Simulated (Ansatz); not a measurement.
`N#CC1=C(c2cccnc2)C2C=CC1C2`, relaxed as a singlet with RKS r2SCAN-D4/def2-SVP in Ansatz, starting from the GFN2-xTB geometry. Force threshold 0.03 eV/Å.

Start:

```xyz
25

N     2.935    1.575    1.316
C     1.839    1.424    1.000
C     0.507    1.281    0.624
C    -0.149    0.196    0.149
C     0.341   -1.143   -0.069
C     1.420   -1.661    0.657
C     1.855   -2.945    0.390
C     1.198   -3.679   -0.589
N     0.178   -3.202   -1.283
C    -0.238   -1.979   -1.032
C    -1.556    0.672   -0.196
C    -1.378    1.641   -1.356
C    -0.735    2.701   -0.889
C    -0.474    2.454    0.587
C    -1.757    1.686    0.944
H     1.893   -1.063    1.421
H     2.682   -3.372    0.934
H     1.495   -4.690   -0.832
H    -1.061   -1.635   -1.643
H    -2.305   -0.104   -0.320
H    -1.698    1.431   -2.358
H    -0.397    3.577   -1.410
H    -0.198    3.317    1.187
H    -1.734    1.236    1.937
H    -2.662    2.283    0.830
```

(1) Estimate the energy that the relaxation releases and the steps that it takes.

(2) Does the start keep its bonding and symmetry?

(3) Predict the relaxed structure.

Results:

(1) 0.16 eV, in 8 steps; 65 s on 4 threads of Arm Neoverse V1 on a shared host. No frequencies were taken in this run, so the end may be a saddle point.

(2) By distances, no bond broke or formed. The bond that changes most is C4–C11, from 1.53 to 1.54 Å (atoms count from 1).

(3) 
```xyz
25

N     2.912    1.581    1.523
C     1.817    1.434    1.137
C     0.488    1.294    0.695
C    -0.146    0.192    0.188
C     0.352   -1.155   -0.037
C     1.517   -1.656    0.582
C     1.929   -2.953    0.296
C     1.171   -3.722   -0.596
N     0.066   -3.270   -1.197
C    -0.326   -2.029   -0.919
C    -1.549    0.683   -0.231
C    -1.350    1.660   -1.400
C    -0.719    2.737   -0.908
C    -0.498    2.482    0.590
C    -1.800    1.706    0.907
H     2.085   -1.038    1.282
H     2.825   -3.371    0.763
H     1.471   -4.750   -0.836
H    -1.228   -1.684   -1.439
H    -2.299   -0.105   -0.374
H    -1.616    1.449   -2.437
H    -0.351    3.609   -1.450
H    -0.240    3.351    1.208
H    -1.803    1.252    1.911
H    -2.709    2.305    0.745
```
Bond lengths: 14 × C–C 1.34 to 1.55 Å; 3 × C–N 1.17 to 1.34 Å; 10 × C–H 1.09 to 1.10 Å.
